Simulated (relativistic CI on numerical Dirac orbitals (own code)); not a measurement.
## Slater and spin-orbit integrals, Rb9+

These numbers are calculated, not measured: Dirac-Coulomb-Breit CI, KLI orbitals optimised for each configuration, a model potential for QED, unscaled Slater integrals (own radial code, finite nucleus).

Slater integrals F^k, G^k are unscaled and averaged over j, outside the closed core [Ne] 3s2; ζ comes from projecting the Hamiltonian with its Breit term on Σ l·s of the shell.

- 3p⁶3d⁹4s: ζ(3d) = 4868.7, G^2(3d,4s) = 19383 cm⁻¹; <r>(3d) = 0.4996, <r^2>(3d) = 0.3004, <r>(4s) = 1.203, <r^2>(4s) = 1.623 (bohr units).
- 3p⁶3d⁹4p: ζ(3d) = 4878.6, F^2(3d,4p) = 50547, G^1(3d,4p) = 17117, G^3(3d,4p) = 16609, ζ(4p) = 9139.4 cm⁻¹; <r>(3d) = 0.4994, <r^2>(3d) = 0.3, <r>(4p) = 1.286, <r^2>(4p) = 1.863 (bohr units).
- 3p⁶3d⁸4s²: F^2(3d,3d) = 201200, F^4(3d,3d) = 127840, ζ(3d) = 5081.7 cm⁻¹; <r>(3d) = 0.4891, <r^2>(3d) = 0.2868 (bohr units).

Task: Give the Racah parameters of the d shell in 3p⁶3d⁸4s².

Result: B = F²/49 − 5F⁴/441 = 2657 cm⁻¹ and C = 35F⁴/441 = 10146 cm⁻¹.

Averages of the first 10 configurations, taken without configuration mixing, which lowers the lowest level and can move excited configurations by several eV; other configurations of the list can lie among them:

```
Configuration  Parity  States  Average energy above the lowest level (eV)
      3p⁶3d¹⁰    even       1                                         0.1
     3p⁶3d⁹4s    even      20                                       103.3
     3p⁶3d⁹4p     odd      60                                       125.1
    3p⁶3d⁸4s²    even      45                                       219.3
     3p⁶3d⁹4d    even     100                                       158.5
   3p⁶3d⁸4s4p     odd     540                                       239.3
     3p⁶3d⁹5s    even      20                                       183.3
    3p⁶3d⁸4p²    even     675                                       263.1
     3p⁶3d⁹4f     odd     140                                       188.3
     3p⁶3d⁹5p     odd      60                                       192.3
```
